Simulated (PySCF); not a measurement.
## Exercise with solution: dipole moment from atomic charges

B(H)(OH)(SMe) (CH5BOS), SMILES CSBO. Atoms are numbered in the order given.

```xyz
9

B     -0.5684     1.0826     0.0000
H     -1.5929     1.7235     0.0000
O      0.6600     1.6625     0.0000
H      0.6232     2.6265     0.0000
S     -0.7294    -0.7086     0.0000
C      1.0186    -1.2619     0.0000
H      1.5397    -0.8974    -0.8951
H      1.0115    -2.3597     0.0000
H      1.5397    -0.8974     0.8951
```
Charge 0, spin multiplicity 1.

Coordinates come from a B3LYP-D3(BJ)/def2-SVP optimisation. The values are those of a single conformer.

Charges (e) from PySCF with r2SCAN/def2-TZVP:

```
atom  Mulliken     IAO
----  --------  ------
B1       0.146   0.095
H2      -0.016  -0.009
O3      -0.424  -0.534
H4       0.331   0.383
S5      -0.148   0.080
C6      -0.280  -0.508
H7       0.130   0.163
H8       0.130   0.167
H9       0.130   0.163
```

The dipole moment of the full density is 1.85 D.

Q: What dipole moment does each set of point charges give, and which comes closer to that of the density?

A: 
μ = Σ q r, and 1 e Å = 4.8032 D.
Mulliken: Σ q r = (0.223, 0.213, 0.000) e Å, |μ| = 1.48 D.
IAO: Σ q r = (-0.058, 0.103, 0.000) e Å, |μ| = 0.57 D.
Mulliken comes closer in size. Point charges leave out the atoms' own dipoles (lone pairs, polarised bonds); fits to the potential absorb them, partitions of the density don't.
